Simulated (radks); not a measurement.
Er+, 67 electrons, occupied as [Xe] 4f12 6s1.

Method: Dirac Kohn-Sham, PBE, spin-unpolarised, spherical densities, finite nucleus; open shells fill j = l - 1/2 first; Fermi nuclear charge, rms radius 5.2516 fm; computed with a radial shooting solver on a logarithmic mesh with Libxc functionals.

Energy parts (eV):
| part | energy |
|---|---|
| total | -356419.44 |
| kinetic | 393309.87 |
| electron-nucleus | -881399.76 |
| Hartree | 139265.70 |
| exchange-correlation | -7595.25 |

Orbitals (lengths in bohr, moments of r in powers of bohr; <r^-3> diverges for s and p1/2; r(90%) holds 90 % of the orbital's charge):
orbital  occ.  eigenvalue (eV)      <r^2>   <1/r>  <r^-3>  r(90%)  small-component weight
1s1/2       2        -57300.42  0.0005680   77.54       -  0.0369                6.48e-02
2s1/2       2        -9626.414   0.008776   18.65       -   0.134                1.45e-02
2p1/2       2        -9170.278   0.006329   18.63       -   0.118                1.45e-02
2p3/2       4        -8253.423   0.007548   16.15   12190   0.128                1.33e-02
3s1/2       2        -2161.783    0.05794   6.826       -   0.330                4.66e-03
3p1/2       2        -1961.389    0.05362   6.742       -   0.323                4.60e-03
3p3/2       4        -1768.820    0.06046   6.110    2658   0.342                4.27e-03
3d3/2       4        -1425.743    0.04763   5.995   452.5   0.314                4.15e-03
3d5/2       6        -1383.656    0.04953   5.841   395.5   0.319                4.05e-03
4s1/2       2        -431.5941     0.2918   2.855       -   0.731                1.50e-03
4p1/2       2        -351.4735     0.3047   2.746       -   0.753                1.41e-03
4p3/2       4        -308.1589     0.3427   2.527   598.2   0.799                1.29e-03
4d3/2       4        -176.2358     0.3875   2.305   87.15   0.869                1.11e-03
4d5/2       6        -168.3662     0.4026   2.251   74.84   0.886                1.07e-03
5s1/2       2         -58.3763      1.774   1.063       -    1.82                3.00e-04
5p1/2       2         -36.8203      2.290  0.9305       -    2.09                2.34e-04
5p3/2       4         -31.4672      2.668  0.8526   72.15    2.26                2.02e-04
4f5/2       6         -10.2558     0.9200   1.659   10.86    1.43                6.38e-04
4f7/2       6          -9.1736     0.9813   1.629   10.33    1.48                6.20e-04
6s1/2       1          -9.0547      14.86  0.3461       -    5.30                3.59e-05

The highest occupied level is 6s1/2 at -9.055 eV. Summed over all electrons, <r^2> = 52.61 bohr^2, which gives a Langevin (diamagnetic) susceptibility term of -41.7 x 10^-6 cm^3/mol. For comparison, the ionisation energy in NIST's Atomic Spectra Database is 11.92 eV (semi-empirical). In exact Kohn-Sham theory the highest level is minus the ionisation energy, but local and semilocal functionals leave it too shallow, through self-interaction and a potential that decays too fast; potentials with the right tail come closer. The electron density at the nucleus is 8.728e+05 e/bohr^3. The density falls to 0.001 e/bohr^3 at r = 4.38 bohr.

Beside tabulated values, note that spin-unpolarised runs miss the spin-polarisation part of the exchange energy of open shells.
